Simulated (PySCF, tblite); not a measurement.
Isomers of C3H10F2N2Si2, one GFN2-xTB conformer each. Single-point energies are computed at PBE0/pcSseg-1 (PySCF, gas phase, no added dispersion term), electronic only.

```json
{"SMILES": "CN([SiH3])[SiH2]/N=C\\C(F)F", "GFN2-xTB relative energy (kJ/mol)": "0.0"}
{"SMILES": "C/N=C/C(F)(F)[SiH2][SiH2]N", "GFN2-xTB relative energy (kJ/mol)": "153.8"}
```

Conformers: `[CH3:1][N:2]([SiH3:3])[SiH2:4]/[N:5]=[CH:6]\[CH:7]([F:8])[F:9]` with C1–N2–Si4–N5 -166°, N2–Si4–N5–C6 -122°, N5–C6–C7–F8 -179°; `[CH3:1]/[N:2]=[CH:3]/[C:4]([F:5])([F:6])[SiH2:7][SiH2:8][NH2:9]` with N2–C3–C4–F5 112°, C3–C4–Si7–Si8 71°, C4–Si7–Si8–N9 169°, Si7–Si8–N9–H 48° and -173°.

Task: What does PBE0/pcSseg-1 give for the same structures?

Result: 
```tsv
SMILES	PBE0/pcSseg-1 E (Eh)	PBE0/pcSseg-1 (kJ/mol)	GFN2-xTB (kJ/mol)	point group
CN([SiH3])[SiH2]/N=C\C(F)F	-1007.75426	0.0	0.0	C1
C/N=C/C(F)(F)[SiH2][SiH2]N	-1007.73205	58.3	153.8	C1
```

Both levels put the same isomer lowest. As drawn, the higher has an N–H bond, an Si–Si bond and an Si–C bond, which the lower lacks.

Task: Which frontier levels, dipoles and rotational constants go with these structures?

Result: 
| SMILES | HOMO (eV, PBE0/pcSseg-1) | LUMO (eV) | dipole (D) | A, B, C (MHz) |
| --- | --- | --- | --- | --- |
| CN([SiH3])[SiH2]/N=C\C(F)F | -6.96 | -1.55 | 1.55 | 2299, 534.6, 470.3 |
| C/N=C/C(F)(F)[SiH2][SiH2]N | -7.23 | -0.98 | 3.88 | 1382, 776.8, 593.4 |

Task: What happens when harmonic zero-point energies from GFN2-xTB frequencies are added?

Result: 
```tsv
SMILES	ZPE (kJ/mol)	electronic (kJ/mol)	with ZPE (kJ/mol)
CN([SiH3])[SiH2]/N=C\C(F)F	329.7	0.0	0.0
C/N=C/C(F)(F)[SiH2][SiH2]N	331.3	58.3	60.0
```

The zero-point energies span 1.6 kJ/mol. The order is unchanged.
